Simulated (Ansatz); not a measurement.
Basis-set extrapolation for C$_{2}$H$_{5}$NSi, SMILES `N#CC[SiH3]` (PBE0-D4/def2-TZVP geometry, frozen core, Ansatz 0.2.0). Multiplicity 1, RHF reference.

```json
{"": "HF", "def2-TZVPP": "-422.084433", "def2-QZVPP": "-422.099022"}
{"": "MP2 correlation", "def2-TZVPP": "-0.635427", "def2-QZVPP": "-0.677460"}
{"": "CCSD(T) correlation", "def2-TZVPP": "-0.698211", "def2-QZVPP": "not run"}
```

Energies in hartree. Use E(X) = E(∞) + A·exp(−7.88·√X) for Hartree–Fock and E(X) = E(∞) + B·X^(−2.97) for correlation, with X = 3 and 4, and add CCSD(T) minus MP2 of the smaller set to the MP2 limit.

Problem. What is the CCSD(T) energy at the basis-set limit?

Solution. HF limit: -422.099022 + (-0.014589) × 0.13774 = -422.10103. MP2 limit: -0.677460 + (-0.042033) × 0.74074 = -0.70860. Higher-order term: -0.698211 − (-0.635427) = -0.06278. Total: -422.87241 hartree, 56.3 kcal/mol below CCSD(T)/def2-TZVPP.
